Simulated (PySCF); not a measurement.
## Nickel: a sound run and one with changed settings

Sound run: Ni [Ar] 3d8 4s2, Ni⁺ [Ar] 3d9. Computed with PySCF 2.14 in aug-cc-pVDZ (7s6p4d2f, 59 functions), with the non-relativistic Hamiltonian (point nucleus). In the sound run the correlated levels freeze [Ar]. The sound run starts from symmetry-adapted Hartree-Fock orbitals and uses a fine grid where one is needed.

Changed run: scalar relativity by spin-free X2C-1e. This setting is unsound on purpose.

| species | method | sound run (hartree) | changed run (hartree) | converged |
| --- | --- | --- | --- | --- |
| Ni | UHF | -1506.87637 | -1516.82166 | yes |
| Ni | TPSS | -1508.31763 | -1518.26328 | yes |
| Ni | MN15 | -1508.46604 | -1518.39986 | yes |
| Ni | MP2 | -1507.15846 | -1517.10711 | yes |
| Ni⁺ | UHF | -1506.59446 | -1516.52245 | yes |
| Ni⁺ | TPSS | -1508.05401 | -1517.98002 | no |
| Ni⁺ | MN15 | -1508.23326 | -1518.14685 | yes |
| Ni⁺ | MP2 | -1506.91961 | -1516.85042 | yes |

Ionisation energy of Ni:

```tsv
method	sound run (eV)	changed run (eV)
UHF	7.671	8.142
MN15	6.334	6.885
MP2	6.500	6.985
SCS-MP2	6.733	7.216
```

Most of the change in total energy is the relativistic energy itself. On top of that the contraction fixes the core shape for the Hamiltonian it was made with, so the changed run is not a good calculation with the other Hamiltonian either.

For comparison, NIST gives 7.640 eV between the lowest levels.
